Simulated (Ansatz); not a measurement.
Stretching the As1–N2 bond in AsN (multiplicity 1 held). Energies count from the point at 1.611 Å.


Restricted levels (R-, RO-) in cc, def2 and unpolarised 6-31G sets keep to the state of the molecule at rest. Unrestricted levels (U-) break spin symmetry where that is lower. Active spaces are followed from rest. Levels need not reach the same state.

Cores are frozen in the correlated methods. Filled d and f shells under p-block atoms count as core.

Programs: Ansatz (a first-principles code) with Gaussian orbitals. Values without a source in brackets are computed.

Energies in eV.

| R (Å) | R-SCS-MP2/cc-pVDZ | U-CCSD(T)/cc-pVDZ | FIC-NEVPT4(SD) on CASSCF(10,8)/cc-pVDZ | FIC-MRCISD on CASSCF(10,8)/cc-pVDZ | FIC-MRCISD+Q on CASSCF(10,8)/cc-pVDZ |
|---|---|---|---|---|---|
| 1.289 | 6.34 | 6.09 | 6.23 | 6.20 | 6.22 |
| 1.450 | 1.42 | 1.23 | 1.33 | 1.31 | 1.32 |
| 1.611 | 0.00 | 0.00 | 0.00 | 0.00 | 0.00 |
| 1.773 | 0.03 | 0.33 | 0.20 | 0.22 | 0.21 |
| 1.934 | 0.50 | 1.22 | 0.95 | 0.99 | 0.96 |
| 2.175 | 1.24 | 2.44 | 2.16 | 2.22 | 2.18 |
| 2.417 | 3.31 | 3.16 | 2.99 | 3.07 | 3.01 |
| 2.820 | 7.18 | 3.60 | 3.58 | 3.65 | 3.60 |
| 3.223 | 8.30 | 3.68 | 3.74 | 3.81 | 3.76 |
| 3.706 | 8.24 | 3.71 | 3.80 | 3.86 | 3.82 |
| 4.351 | 7.25 | 3.72 | 3.82 | 3.88 | 3.84 |
| 5.156 | 5.49 | 3.73 | 3.83 | 3.89 | 3.85 |
| 6.446 | 2.31 | 3.73 | 3.83 | 3.89 | 3.85 |

Doubts at one or more of the structures used: a restricted determinant that unrestricted orbitals would lower (R-SCS-MP2/cc-pVDZ); a spin-contaminated determinant (U-CCSD(T)/cc-pVDZ); T1 above 0.05 (U-CCSD(T)/cc-pVDZ); the program's own flag: large difference (U-CCSD(T)/cc-pVDZ).
